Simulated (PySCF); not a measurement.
Computed with PBE-D3(BJ)/def2-TZVP // TPSS-D3(BJ)/def2-SVP (PySCF). Isolated molecules, 0 K electronic values unless said otherwise. One relaxed conformer stands for a flexible species; it need not be the lowest. 

Reference species: [Zn(F)(OH)] (neutral, multiplicity 1).

The mean distance from the central atom to its bonded neighbours is 1.756 Å. The HOMO–LUMO gap is 4.66 eV and the coordination number is 2. The charge on the central atom (Mulliken) is 0.66 e.

Changed species: [Zn(F)2] (0 of 2 F replaced by OH; the reference has 1 of 2 F replaced by OH).

### Question
Give the shifts of the mean distance from the central atom to its bonded neighbours, HOMO–LUMO gap, coordination number and charge on the central atom (Mulliken).

### Answer
the mean distance from the central atom to its bonded neighbours drops by 0.021 Å, to 1.735 Å; the HOMO–LUMO gap increases by 0.95 eV, to 5.61 eV; the coordination number stays essentially unchanged; the charge on the central atom (Mulliken) rises by 0.17 e, to 0.83 e.
